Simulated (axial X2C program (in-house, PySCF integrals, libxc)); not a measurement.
# Potential curves of GaI⁻, two-component

All values were computed with an axial X2C code built on PySCF integrals. Two-component (2c) means X2C with spin–orbit coupling and atomic mean-field two-electron Coulomb and Gaunt terms. Basis: I dyall-acv3z [12s13p9d5f1g], Ga dyall-acv3z [10s10p8d5f1g] (cores contracted in-house); Gaussian nuclei, density fitting, unrestricted open shells. Masses: I 126.904 u, Ga 68.926 u.

State: Ω = 1/2 (⟨Sz⟩ = -0.50, ⟨Lz⟩ = 1.00 at BLYP). Energies in cm⁻¹ from the lowest point of each curve. Fits are polynomials in 1 − R0/R over 0.85 to 1.23 times the lowest point R0.

| R (Å) | BLYP |
| --- | --- |
| 2.4630 | 3162 |
| 2.5762 | 1405 |
| 2.6611 | 633 |
| 2.7461 | 194 |
| 2.8310 | 2 |
| 2.9301 | 0 |
| 3.0292 | 165 |
| 3.1566 | 531 |
| 3.3123 | 1107 |
| 3.5387 | 2020 |

One determinant describes the state; a PBE0 search over occupations chose it and may have missed a lower one. Density functionals use the spin component along the axis (collinear). The functionals have no current-density term, which raises determinants with orbital currents, atoms included. The highest occupied level of some functionals is positive through self-interaction error; at Hartree–Fock it is bound.

(1) Fit the BLYP curve near its minimum: give the equilibrium distance and the harmonic wavenumber.

## Answers

(1) At BLYP, 2c: Re = 2.880 Å, ωe ≈ 124 cm⁻¹; Be follows as 0.0455 cm⁻¹.
